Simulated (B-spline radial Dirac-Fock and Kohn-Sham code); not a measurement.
# How the settings move the core levels of Nb

ΔSCF core binding energies without Breit or QED terms, calculated with a radial B-spline solver. Keys: rel is the Hamiltonian (dirac, or spin-free x2c and nr, where L3 and M5 stand for the whole 2p and 3d shells), method is hf or an exchange,correlation pair (spin-unpolarised, also for the hole states), nuc the nuclear model, radius_factor scales its radius, rmax is the box in bohr, h the logarithmic mesh step, order the B-spline order, points the quadrature points per cell, c_factor scales the speed of light, and damp, ndamp, maxit and tol steer the iteration. The run stops when the commutator error falls below 10·tol·max(1, Z/10), or the numerical noise floor, and the energy has settled to about 1e-8 Ha; the virial ratio is −V/T.

Base input:

```json
{"items": [{"Z": 41, "q": 0, "cfg": [[1, 0, 2], [2, 0, 2], [2, 1, 6], [3, 0, 2], [3, 1, 6], [3, 2, 10], [4, 0, 2], [4, 1, 6], [4, 2, 4], [5, 0, 1]], "A": 93, "rrms": 4.324, "do": "settings", "holes": ["K", "L3", "M5"],
  "settings": [{"rel": "dirac", "method": "hf", "nuc": "fermi", "radius_factor": 1.0, "rmax": 45.0, "h": 0.3, "order": 8, "points": 10, "c_factor": 1.0, "maxit": 60, "damp": 0.5, "ndamp": 3, "tol": 1e-08}]}]}
```

The ground state converged in 11 iterations, with total energy -3818.14921 Ha, virial ratio 1.96581 and highest orbital energy -5.59 eV. ΔSCF binding energies: K (1s) 19040.9 eV, L3 (2p3/2) 2380.0 eV, M5 (3d5/2) 209.5 eV.

Changes from the base run:

| changed setting | Δ total energy (Ha) | Δ K (eV) | Δ L3 (eV) | Δ M5 (eV) | iterations |
| --- | --- | --- | --- | --- | --- |
| radius_factor = 2.0 | +0.13274 | -1.54 | +0.01 | 0.00 | 11 |
| radius_factor = 2.0; h = 0.5; order = 9 | +0.15534 | -1.57 | +0.02 | +0.05 | 11 |
| nuc = "gauss" | -0.00011 | 0.00 | 0.00 | 0.00 | 11 |
| method = "rpbe,pbe" | ? | ? | ? | ? | ? |
| rel = "x2c" | +0.98318 | -13.16 | +30.42 | +1.17 | 11 |
| method = "rpbe,pbe"; nuc = "gauss"; order = 6 | -2.18516 | +22.95 | -12.05 | -0.10 | 10 |
| radius_factor = 2.0; rmax = 25.0; tol = 1e-06 | +0.13274 | -1.54 | +0.01 | 0.00 | 9 |
| order = 6 | +0.00010 | 0.00 | 0.00 | 0.00 | 11 |
| tol = 1e-06 | 0.00000 | 0.00 | 0.00 | 0.00 | 9 |
| c_factor = 0.9 | -16.03654 | +110.80 | -1.21 | -1.11 | 11 |
|  | 0.00000 | 0.00 | 0.00 | 0.00 | 11 |
| radius_factor = 0.8; h = 0.12; order = 6 | -0.01682 | +0.20 | 0.00 | 0.00 | 11 |
| h = 0.12 | -0.00001 | 0.00 | 0.00 | 0.00 | 11 |
| c_factor = 5.0 | +62.20462 | -428.97 | +4.32 | +4.44 | 11 |
| damp = 0.0 | 0.00000 | 0.00 | 0.00 | 0.00 | 13 |

**Question.** What does the change method = "rpbe,pbe" do?

**Answer.** The total energy moves by -2.18518 Ha and the binding energies by K +22.95 eV, L3 -12.05 eV, M5 -0.10 eV; the run takes 10 iterations.
